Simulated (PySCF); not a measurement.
Vertical excitations of a molecule C3H8O2Si from TDA-M06-2X/def2-SVPD in PySCF, as energy in eV (oscillator strength): 6.47 (0.004), 7.42 (0.196), 7.62 (0.173), 7.77 (0.091), 7.93 (0.097), 8.17 (0.022), 8.18 (0.012), 8.35 (0.019), 8.45 (0.016), 8.52 (0.020). Lowest triplet (TDA): 4.54 eV. Coordinates come from a PBE0-D3(BJ)/def2-SVP optimisation. Other conformers were not sampled.

**Question.** Pick the molecule that these values belong to.
A) COC(=O)C[SiH3]
B) C=C[Si](C)(O)O
C) C=C[Si@@H](O)OC
D) O[C@H]1C[C@@]1(O)[SiH3]

**Answer.** C, C=C[Si@@H](O)OC
